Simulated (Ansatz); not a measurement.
Molecule: C4H5GeS (charge 0, doublet). It need not be the lowest isomer of its formula. SMILES: [GeH2][c]1cccs1
Structure (B3LYP-D3(BJ)/def2-TZVP (Ansatz, a program for electronic structure) minimum search):
```
C
C 1 1.3805
H 2 1.0812 1 122.80
C 2 1.4152 3 123.55 1 179.58
C 4 1.3689 2 112.52 3 179.64
H 5 1.0779 4 127.98 2 179.29
H 4 1.0805 5 123.40 6 -0.42
S 5 1.7149 6 120.62 4 179.00
Ge 1 1.9298 2 127.26 3 -4.96
H 9 1.5460 1 110.07 2 155.26
H 9 1.5467 10 111.52 1 120.57
```
Charge 0, spin multiplicity 2.

Quantity: atomisation energy (electronic, to ground-state atoms), in kcal/mol. Valence correlation only, unless marked. Open shells are spin-unrestricted. No spin-orbit coupling. Frozen are the shells of the preceding noble gas and the d and f shells that filled before the atom's block. Non-relativistic. The coupled-cluster limit lacks core correlation, which all-electron functionals hold. CBS(X,Y): correlation extrapolated as X^-3; Hartree-Fock from the larger set.

The UHF reference is spin-contaminated (<S^2> 0.28 over the pure value in the largest basis). 

```
level                                      program  atomisation energy (kcal/mol)
----------------------------------  --------------  -----------------------------
PBE-D3(BJ)/def2-TZVPD               Ansatz + dftd3                         1096.9
revPBE-D4/def2-TZVPD                Ansatz + dftd4                         1070.0
r2SCAN-D3(BJ)/def2-TZVPD            Ansatz + dftd3                         1070.4
r2SCAN-D4/def2-TZVPD                Ansatz + dftd4                         1070.1
B97M-V/def2-TZVPD                           Ansatz                         1067.7
PBE0/6-31G*                                 Ansatz                         1059.3
PBE0-D4/def2-TZVPD                  Ansatz + dftd4                         1074.5
r2SCANh/def2-TZVPD                          Ansatz                         1060.2
r2SCAN0-D4/def2-TZVPD               Ansatz + dftd4                         1051.1
HSE06/def2-TZVPD                            Ansatz                         1069.0
B2GP-PLYP-D4/def2-TZVPD             Ansatz + dftd4                         1044.6
B2PLYP/def2-TZVPD                           Ansatz                              ?
RPA@PBE/def2-QZVPP                          Ansatz                          984.7
SCS-MP2/def2-QZVPP                          Ansatz                         1045.8
CCSD/def2-SVP                               Ansatz                              ?
CCSD(T)/CBS(def2-TZVPP,def2-QZVPP)          Ansatz                         1052.9
```

Task: Fill in the missing entries.

Result: 
- B2PLYP/def2-TZVPD, atomisation energy (kcal/mol): 1042.5
- CCSD/def2-SVP, atomisation energy (kcal/mol): 982.7
